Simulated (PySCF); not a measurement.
SMILES [SiH2](SC)O (CH₆OSSi), singlet (PBE/def2-SVP optimised geometry):

```
10

C      1.635    -0.865     0.000
S     -0.205    -0.865     0.000
Si    -0.631     1.247     0.000
O     -0.615     2.027    -1.490
H      2.039    -0.161     0.755
H      2.044    -0.620    -0.999
H      1.952    -1.891     0.267
H      0.360     1.891     0.940
H     -2.044     1.361     0.473
H      0.258     2.116    -1.910
```

Method: PBE/def2-TZVP run with PySCF.

Q: What are the frontier orbital energies and the dipole moment?

A: HOMO-2 -7.86 eV, HOMO-1 -7.00 eV, HOMO -5.87 eV, LUMO -0.91 eV, LUMO+1 -0.47 eV; dipole moment 2.63 D.

Meta-Löwdin charges at PBE/def2-TZVP: C1 -0.39, S2 -0.17, Si3 0.73, O4 -0.72, H5 0.13, H6 0.13, H7 0.14, H8 -0.11, H9 -0.08, H10 0.34.
